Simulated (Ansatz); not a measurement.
Basis-set series for `CC(C)[O][GeH]`. Total charge 0; spin multiplicity 1. All single points use the PBE0-D4/def2-TZVP geometry. It is one conformer, not always the lowest.

```csv
functional,basis,functions,energy (Eh),HOMO (eV),LUMO (eV)
PBE0-D4,def2-SVP,128,-2270.46781,-6.57,-2.09
PBE0-D4,def2-TZVPP,284,-2270.94870,-6.61,-2.14
ωB97M-V,def2-SVP,128,-2270.73506,-8.71,-0.08
ωB97M-V,def2-TZVPP,284,-2271.22583,-8.78,-0.18
```

**Question.** Give the rows for def2-QZVPP. (Best estimate.)

**Answer.** The calculation gave: 
```json
{"functional": "PBE0-D4", "basis": "def2-QZVPP", "functions": "557", "energy (Eh)": "-2271.00507", "HOMO (eV)": "-6.66", "LUMO (eV)": "-2.21"}
{"functional": "ωB97M-V", "basis": "def2-QZVPP", "functions": "557", "energy (Eh)": "-2271.28069", "HOMO (eV)": "-8.83", "LUMO (eV)": "-0.34"}
```

Scalar relativity is left out up to krypton.

Computed with Ansatz.
